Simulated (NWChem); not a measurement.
Species: RbI; SMILES [Rb][I]

All runs: NWChem. Structure relaxed at the PBE0/def2-SVP level. def2 effective core potentials on Rb, I; no spin-orbit coupling.

Q: Estimate the computed values for OLYP/def2-SVP. Quantities: highest occupied level (eV); orbital gap (eV); dipole (D).

A: 
```yaml
highest occupied level (eV): -4.12
orbital gap (eV): 1.76
dipole (D): 11.04
```
